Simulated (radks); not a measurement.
Species: Co. Configuration: [Ar] 3d6.75 4s2 5s0.25 (fractional occupations, a model configuration). All-electron calculation, scalar-relativistic Kohn-Sham, exchange-only LDA, spin-polarised, spherical densities, finite nucleus; open shells are filled with parallel spins first; Fermi nuclear charge, rms radius 3.7875 fm. Program: a radial shooting solver on a logarithmic mesh with Libxc functionals.

X-ray form factor f0, the Fourier transform of the density (f0(0) = 27):

| sin(theta)/lambda (1/angstrom) | f0 (electrons) |
|---|---|
| 0.05 | 26.140 |
| 0.1 | 24.622 |
| 0.15 | 22.778 |
| 0.2 | 20.935 |
| 0.25 | 19.194 |
| 0.3 | 17.562 |
| 0.4 | 14.634 |
| 0.5 | 12.215 |
| 0.6 | 10.344 |
| 0.8 | 7.984 |
| 1 | 6.742 |
| 1.25 | 5.762 |
| 1.5 | 4.922 |
| 2 | 3.415 |
